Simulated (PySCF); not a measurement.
Sn(F)3(SH) (F3HSSn), SMILES [F][Sn]([F])([F])[SH].

Geometry: B3LYP-D3(BJ)/def2-SVP. The structure was generated by enumeration; whether it is a known compound was not checked. The def2 effective core potentials stand for the cores of Sn; spin–orbit coupling is left out. The values are those of a single conformer.

The numbers are results of PySCF 2.14.0 with B3LYP-D3(BJ)/def2-SVP, not measurements.

Frequencies are harmonic and unscaled.

```
mode  ν (cm⁻¹)  IR (km/mol)  Raman (Å⁴/amu)  depolarisation  moving atoms (share of kinetic energy)
----  --------  -----------  --------------  --------------  --------------------------------------
1           67          9.6             4.5            0.75                  H 66 %, F 24 %, S 10 %
2          110          4.7             1.9            0.75                 F 58 %, S 28 %, Sn 11 %
3          123          0.4             4.0            0.75         F 49 %, H 20 %, S 20 %, Sn 12 %
4          169         19.2             0.8            0.75                         F 85 %, Sn 13 %
5          174         32.9             0.1            0.75                 F 72 %, Sn 13 %, H 11 %
6          191         54.2             2.2            0.64                         F 78 %, Sn 15 %
7          365         15.6            18.4            0.20                         S 75 %, Sn 19 %
8          638         49.4            14.1            0.00                          F 91 %, Sn 8 %
9          660         61.0             4.5            0.75                         F 83 %, Sn 17 %
10         661         62.2             4.7            0.65                         F 83 %, Sn 17 %
11         749          4.6             3.2            0.74                                  H 93 %
12        2655          4.6           113.3            0.30                                  H 97 %
```
